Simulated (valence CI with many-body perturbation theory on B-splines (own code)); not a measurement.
# Level structure of V⁹⁺

Level of theory: relativistic CI+MBPT: four valence electrons over a frozen Dirac-Fock core [Ne], a basis of 11 s, 11 p, 9 d, 7 f, 5 g, 2 h, 1 i functions for each j, with the one-electron correlation potential Σ1, the two-electron term Σ2, the three-electron term Σ3, Breit, model QED; selected CI, second order for the rest, scaled by the run's own slope (own B-spline code, finite nucleus).

No measured levels were compared; by estimate levels of excited configurations hold to 0.05 to 0.15 % of their energy, terms of the ground configuration to about 0.5 %.

Levels 1 to 45 of 71, with energies above the lowest level, 3s2.3p2 3P_0. "Leading %" is the weight of the configuration and term that name the level; weights of strongly mixed levels are sums over their largest components and can fall short. In the jj column 3d3/2^4 stands for four electrons in 3d with j = 3/2. Lifetimes count E1, E2, E3, M1 and M2 decay at the calculated energies, and are blank where another channel may lead or the interval is too uncertain; long ones can be off by a factor of two.

```csv
No.,Configuration,Term,J,E (cm⁻¹),Leading %,Lifetime,g,Leading jj
1,3s2.3p2,3P,0,0,95,,,3s^2 3p1/2^2 (75 %)
2,3s2.3p2,3P,1,4186,96,767 ms,1.501,3s^2 3p1/2 3p3/2 (96 %)
3,3s2.3p2,3P,2,9435,93,529 ms,1.482,3s^2 3p1/2 3p3/2 (50 %)
4,3s2.3p2,1D,2,32604,93,34.6 ms,1.018,3s^2 3p3/2^2 (50 %)
5,3s2.3p2,1S,0,67960,93,4.19 ms,,3s^2 3p3/2^2 (74 %)
6,3s.3p3,5S°,2,161300,99,288 ns,1.999,3s 3p1/2 3p3/2^2 (54 %)
7,3s.3p3,3D°,1,220970,86,979 ps,0.513,3s 3p1/2 3p3/2^2 (38 %)
8,3s.3p3,3D°,2,221070,85,1.02 ns,1.175,3s 3p1/2 3p3/2^2 (57 %)
9,3s.3p3,3D°,3,222090,88,1.11 ns,1.333,3s 3p1/2 3p3/2^2 (88 %)
10,3s.3p3,3P°,0,254030,88,365 ps,,3s 3p1/2 3p3/2^2 (88 %)
11,3s.3p3,3P°,1,254240,87,370 ps,1.488,3s 3p1/2 3p3/2^2 (59 %)
12,3s.3p3,3P°,2,254420,83,396 ps,1.483,3s 3p3/2^3 (48 %)
13,3s.3p3,1D°,2,279960,55,266 ps,1.010,3s 3p1/2 3p3/2^2 (42 %)
14,3s.3p3,3S°,1,328300,81,23.3 ps,1.854,3s 3p1/2 3p3/2^2 (52 %)
15,3s2.3p.3d,3F°,2,338440,96,5.81 ns,0.667,3s^2 3p1/2 3d3/2 (74 %)
16,3s.3p3,1P°,1,341730,73,36.2 ps,1.144,3s 3p3/2^3 (48 %)
17,3s2.3p.3d,3F°,3,341860,97,9.62 ns,1.083,3s^2 3p1/2 3d5/2 (48 %)
18,3s2.3p.3d,3F°,4,346740,97,,1.250,3s^2 3p3/2 3d5/2 (97 %)
19,3s2.3p.3d,3P°,2,385820,43,25.7 ps,1.256,3s^2 3p1/2 3d5/2 (58 %)
20,3s2.3p.3d,3P°,1,391060,75,27.3 ps,1.365,3s^2 3p1/2 3d3/2 (39 %)
21,3s2.3p.3d,3P°,2,392260,35,24.8 ps,1.211,3s^2 3p3/2 3d5/2 (50 %)
22,3s2.3p.3d,3P°,0,393400,87,28.9 ps,,3s^2 3p3/2 3d3/2 (87 %)
23,3s2.3p.3d,3D°,1,399170,74,19.5 ps,0.636,3s^2 3p3/2 3d3/2 (60 %)
24,3s2.3p.3d,3D°,2,400730,77,19.5 ps,1.198,3s^2 3p3/2 3d3/2 (53 %)
25,3s2.3p.3d,3D°,3,401190,85,19.3 ps,1.332,3s^2 3p3/2 3d5/2 (57 %)
26,3s2.3p.3d,1F°,3,440190,95,17.7 ps,1.001,3s^2 3p3/2 3d3/2 (39 %)
27,3s2.3p.3d,1P°,1,451230,85,22.8 ps,0.997,3s^2 3p3/2 3d5/2 (57 %)
28,3p4,3P,2,471050,56,173 ps,1.468,3p1/2^2 3p3/2^2 (53 %)
29,3p4,3P,1,477180,58,168 ps,1.500,3p1/2 3p3/2^3 (58 %)
30,3p4,3P,0,479060,57,166 ps,,3p3/2^4 (33 %)
31,3p4,1D,2,486760,60,277 ps,1.032,3p1/2 3p3/2^3 (55 %)
32,3s.3p2.3d,5F,1,496290,99,48.4 ns,0.007,3s 3p1/2 3p3/2 3d3/2 (40 %)
33,3s.3p2.3d,5F,2,497420,98,59.2 ns,1.007,3s 3p1/2 3p3/2 3d3/2 (48 %)
34,3s.3p2.3d,5F,3,499170,97,89.1 ns,1.255,3s 3p1/2 3p3/2 3d3/2 (43 %)
35,3s.3p2.3d,5F,4,501600,97,273 ns,1.353,3s 3p1/2 3p3/2 3d5/2 (59 %)
36,3s.3p2.3d,5F,5,504750,99,343 ns,1.400,3s 3p3/2^2 3d5/2 (61 %)
37,3s.3p2.3d,5D,0,512970,99,11.0 ns,,3s 3p1/2 3p3/2 3d3/2 (81 %)
38,3s.3p2.3d,5D,1,513280,98,7.64 ns,1.494,3s 3p1/2 3p3/2 3d3/2 (60 %)
39,3s.3p2.3d,5D,2,513880,97,5.23 ns,1.492,3s 3p1/2 3p3/2 3d3/2 (33 %)
40,3s.3p2.3d,5D,3,514800,95,4.77 ns,1.490,3s 3p3/2^2 3d3/2 (24 %)
41,3s.3p2.3d,5D,4,516160,94,78.3 ns,1.490,3s 3p1/2 3p3/2 3d5/2 (55 %)
42,3s.3p2.3d,3F,2,531480,92,2.30 ns,0.669,3s 3p1/2 3p3/2 3d3/2 (39 %)
43,3s.3p2.3d,3F,3,533650,91,2.45 ns,1.089,3s 3p1/2 3p3/2 3d3/2 (32 %)
44,3s.3p2.3d,3F,4,536840,89,2.93 ns,1.258,3s 3p3/2^2 3d5/2 (59 %)
45,3p4,1S,0,549910,62,161 ps,,3p1/2^2 3p3/2^2 (40 %)
```

Names give the largest LS component (configuration and term), which can be under half, so a name can repeat, a term be missing and a line seem to break the LS rules; names also repeat where a configuration has a term twice.

The ionisation energy to 3s2.3p 2P°_1/2 of the next ion comes out as 229.55 eV (NIST: 230.5 ± 0.5 eV (semi-empirical)). All 71 levels together are meant to be complete up to 646750 cm⁻¹.
